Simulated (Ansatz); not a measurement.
Ansatz results at the PBE0-D4/def2-TZVP geometry: LUMO energy (B3LYP/def2-TZVPP) -0.51 eV; HOMO–LUMO gap (B3LYP/def2-TZVPP) 7.05 eV; HOMO–LUMO gap (PBE0/def2-TZVPP) 7.50 eV.

Each molecule was computed in one conformer, which needn't be the lowest.

(1) Which molecule gave them?
A. `C=[C](C)[GeH2][F]`
B. `[CH3][Ge]([NH2])([OH])[F]`
C. `C#CC(C)(N)S`
D. `C[CH](C)[Ge][F]`

Answers

(1) A. The others give `[CH3][Ge]([NH2])([OH])[F]`: 0.00, 7.54, 8.18; `C[CH](C)[Ge][F]`: -2.62, 3.64, 4.06; `C#CC(C)(N)S`: 0.03, 6.79, 7.29.

B3LYP here is the variant with VWN-RPA as its local correlation; programs differ in this.
